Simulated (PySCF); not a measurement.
SiCl2HI, SMILES Cl[SiH](Cl)I.

Geometry optimised at B3LYP-D3(BJ)/def2-SVP. The def2 effective core potentials stand for the cores of I; spin–orbit coupling is left out.

Method: PySCF 2.14.0 with TDA-B3LYP/def2-SVPD.

Vertical excitations. Isolated molecule, no solvent. State labels are in the subgroup Cs.

Problem. Estimate the UV-visible absorptions. (An estimate is asked for; the answer gives what the named calculation found.)

Solution. 
```json
[
 {"state": "S1", "symmetry": "A\"", "energy (eV)": "5.13", "λ (nm)": "242", "f": "0.006", "main pairs": "HOMO→LUMO 99 %"},
 {"state": "S2", "symmetry": "A'", "energy (eV)": "5.17", "λ (nm)": "240", "f": "0.007", "main pairs": "HOMO−1→LUMO 99 %"},
 {"state": "S3", "symmetry": "A'", "energy (eV)": "6.40", "λ (nm)": "194", "f": "0.008", "main pairs": "HOMO−2→LUMO 51 %, HOMO→LUMO+2 47 %"},
 {"state": "S4", "symmetry": "A\"", "energy (eV)": "6.42", "λ (nm)": "193", "f": "0.001", "main pairs": "HOMO−1→LUMO+2 97 %"},
 {"state": "S5", "symmetry": "A\"", "energy (eV)": "6.46", "λ (nm)": "192", "f": "0.003", "main pairs": "HOMO→LUMO+1 96 %"},
 {"state": "S6", "symmetry": "A'", "energy (eV)": "6.49", "λ (nm)": "191", "f": "0.007", "main pairs": "HOMO−1→LUMO+1 66 %, HOMO→LUMO+2 21 %, HOMO−2→LUMO 10 %"},
 {"state": "S7", "symmetry": "A\"", "energy (eV)": "6.67", "λ (nm)": "186", "f": "0.006", "main pairs": "HOMO−3→LUMO 97 %"},
 {"state": "S8", "symmetry": "A'", "energy (eV)": "6.92", "λ (nm)": "179", "f": "0.100", "main pairs": "HOMO−5→LUMO 41 %, HOMO−1→LUMO+1 18 %, HOMO−2→LUMO 16 %, HOMO→LUMO+2 15 %"},
 {"state": "S9", "symmetry": "A\"", "energy (eV)": "7.00", "λ (nm)": "177", "f": "0.001", "main pairs": "HOMO−4→LUMO 93 %"},
 {"state": "S10", "symmetry": "A\"", "energy (eV)": "7.11", "λ (nm)": "174", "f": "0.058", "main pairs": "HOMO→LUMO+3 96 %"},
 {"state": "T1", "symmetry": "A\"", "energy (eV)": "4.66", "λ (nm)": "266", "f": "0", "main pairs": "HOMO→LUMO 98 %"},
 {"state": "T2", "symmetry": "A'", "energy (eV)": "4.69", "λ (nm)": "264", "f": "0", "main pairs": "HOMO−1→LUMO 98 %"},
 {"state": "T3", "symmetry": "A'", "energy (eV)": "5.77", "λ (nm)": "215", "f": "0", "main pairs": "HOMO−2→LUMO 88 %"},
 {"state": "T4", "symmetry": "A'", "energy (eV)": "6.15", "λ (nm)": "201", "f": "0", "main pairs": "HOMO→LUMO+2 87 %"}
]
```
Triplets are in the Tamm–Dancoff approximation.
